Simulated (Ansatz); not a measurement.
A nudged elastic band was laid between two geometries of CH$_{9}$GeNOSi (14 atoms, charge 0, multiplicity 1).

These are results of RKS BLYP-D4/def2-SVP (Ansatz), not measurements.

- movable images: 5
- climbing image: yes
- spring: 5.0 eV/Å²
- optimiser: quadratic models (default)
- start path: through a guess of the saddle point
- force threshold: 0.05 eV/Å
- iteration limit: 60
- end points: relaxed

First end point:

```xyz
14
Properties=species:S:1:pos:R:3
C -1.634 1.678 0.498
N -0.647 0.600 0.584
Si 0.187 -0.127 -0.760
O -0.691 -1.187 -1.751
Ge 2.062 -1.281 0.218
H -1.522 2.400 1.336
H -1.483 2.244 -0.444
H -2.690 1.321 0.499
H -0.662 0.100 1.477
H 0.557 0.968 -1.708
H -0.965 -2.021 -1.327
H 1.558 -2.250 1.336
H 3.088 -0.317 0.884
H 2.832 -2.157 -0.813
```

Last end point:

```xyz
14
Properties=species:S:1:pos:R:3
C -1.582 1.656 0.510
N -0.739 0.464 0.588
Si 0.170 -0.280 -0.697
O -0.554 -1.597 -1.481
Ge 2.139 -1.245 0.267
H -1.386 2.360 1.349
H -1.366 2.204 -0.429
H -2.675 1.429 0.514
H -0.852 -0.062 1.459
H 0.428 0.839 -1.671
H -1.387 -1.400 -1.951
H 1.755 -2.068 1.534
H 3.126 -0.133 0.732
H 2.911 -2.194 -0.694
```

**Question.** What changes between the two ends?

**Answer.** No bond is made or broken. The dihedral N2–Si3–O4–H11 goes from -67 to 63°.

**Question.** What energy profile does the band end with?

**Answer.** The forces met the threshold. The highest image is number 3 of 0 to 6, 5.4 kJ/mol above the first end and 4.0 kJ/mol above the last; the last end lies 1.4 kJ/mol above the first. A vibrational analysis at the climbing image gives one clearly imaginary mode, 254i cm⁻¹: a first-order saddle point.

| image | path coordinate (Å) | energy (kJ/mol) | dihedral N2–Si3–O4–H11 (°) |
| --- | --- | --- | --- |
| 0 | 0.00 | 0.0 | -67 |
| 1 | 0.31 | 0.7 | -54 |
| 2 | 0.62 | 3.3 | -32 |
| 3 | 0.93 | 5.4 | -1 |
| 4 | 1.22 | 3.7 | 28 |
| 5 | 1.50 | 1.7 | 52 |
| 6 | 1.79 | 1.4 | 63 |

**Question.** What is the geometry of the highest image?

**Answer.** 
```xyz
14
Properties=species:S:1:pos:R:3
C -1.602 1.637 0.491
N -0.751 0.447 0.538
Si 0.213 -0.205 -0.757
O -0.561 -1.375 -1.709
Ge 2.137 -1.250 0.236
H -1.371 2.348 1.316
H -1.434 2.178 -0.461
H -2.690 1.402 0.548
H -0.794 -0.063 1.424
H 0.571 0.945 -1.652
H -1.472 -1.586 -1.433
H 1.682 -2.192 1.395
H 3.105 -0.200 0.859
H 2.955 -2.116 -0.765
```

**Question.** What are the harmonic wavenumbers there?

**Answer.** 254i, 69, 86, 122, 126, 151, 238, 272, 363, 418, 450, 473, 684, 751, 774, 803, 850, 854, 866, 878, 1069, 1103, 1105, 1359, 1412, 1422, 1459, 2020, 2037, 2051, 2146, 2899, 2951, 3023, 3482, 3724 cm⁻¹.

The band took 12 iterations and about 7 core-minutes.

The run took 3.5 min on 2 threads of Arm Neoverse V1 (shared host), peak memory 0.19 GiB.
